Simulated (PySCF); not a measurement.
# `InChI=1S/C4H7FSeSi/c1-3-2-7(6)4(3)5/h4,6-7H,1-2H2/t4-,7-/m1/s1`

Molfile (atoms numbered from 1):
```
C4H7FSeSi
     RDKit          3D

 14 14  0  0  0  0  0  0  0  0999 V2000
   -1.8867   -1.0579    0.3151 C   0  0  0  0  0  0  0  0  0  0  0  0
   -0.8692   -0.2635    0.0518 C   0  0  0  0  0  0  0  0  0  0  0  0
   -0.4448    1.0056    0.7560 C   0  0  0  0  0  0  0  0  0  0  0  0
    1.1319    1.1080   -0.3357 Si  0  0  1  0  0  4  0  0  0  0  0  0
    3.1188    0.5133    0.5913 Se  0  0  0  0  0  2  0  0  0  0  0  0
    0.1928   -0.4474   -1.0078 C   0  0  1  0  0  0  0  0  0  0  0  0
    0.8767   -1.6492   -0.8852 F   0  0  0  0  0  0  0  0  0  0  0  0
   -2.0638   -1.9561   -0.2524 H   0  0  0  0  0  0  0  0  0  0  0  0
   -2.5755   -0.8453    1.1156 H   0  0  0  0  0  0  0  0  0  0  0  0
   -0.3027    0.8579    1.8263 H   0  0  0  0  0  0  0  0  0  0  0  0
   -1.1694    1.8094    0.6357 H   0  0  0  0  0  0  0  0  0  0  0  0
    1.2976    2.2465   -1.2317 H   0  0  0  0  0  0  0  0  0  0  0  0
    2.8889   -0.8926    0.4278 H   0  0  0  0  0  0  0  0  0  0  0  0
   -0.1951   -0.4293   -2.0291 H   0  0  0  0  0  0  0  0  0  0  0  0
  1  2  2  0
  2  3  1  0
  3  4  1  0
  4  5  1  0
  4  6  1  0
  6  7  1  0
  6  2  1  0
  1  8  1  0
  1  9  1  0
  3 10  1  0
  3 11  1  0
  4 12  1  6
  5 13  1  0
  6 14  1  6
M  END
```

Method used: PySCF 2.14.0, TDDFT wB97X-D/def2-SVPD circular dichroism and optical rotation, one conformer, gas phase. Geometry: GFN2-xTB.

The molecule is flexible and this is one conformer; a measurement averages over conformers. The calculation is non-relativistic, which matters for the atoms heavier than Zn.

Stereocentres: Si4 R, C6 R.

(1) Give the optical rotatory dispersion at 633, 589.3, 546, 436, 405, 365, 355 nm.

(2) And for the mirror image at 589.3 nm?

(3) What is the molar rotation [Φ] = [α]·M/100 of the geometry above at 589.3 nm?

Results:

(1) [α] in deg dm⁻¹ (g/mL)⁻¹:
| λ (nm) | origin-invariant length gauge | modified velocity gauge | length gauge (centre of mass) | isotropic polarisability (au) |
| --- | --- | --- | --- | --- |
| 633 | -101.5 | -103.1 | -101.6 | 104.3 |
| 589.3 | -119.8 | -121.5 | -119.8 | 104.8 |
| 546 | -143.4 | -145.4 | -143.5 | 105.5 |
| 436 | -252.1 | -254.5 | -251.9 | 108.5 |
| 405 | -307.5 | -309.9 | -307.1 | 109.9 |
| 365 | -413.2 | -414.8 | -412.3 | 112.3 |
| 355 | -448.7 | -449.9 | -447.6 | 113.1 |

(2) +119.8 deg dm⁻¹ (g/mL)⁻¹ (origin-invariant length gauge): the same size and the opposite sign.

(3) With M = 181.15 g/mol, -217.0 deg cm² dmol⁻¹ (origin-invariant length gauge).

The first excitation lies at 5.48 eV (226 nm) with R = -4.3 × 10⁻⁴⁰ esu² cm² (velocity form).
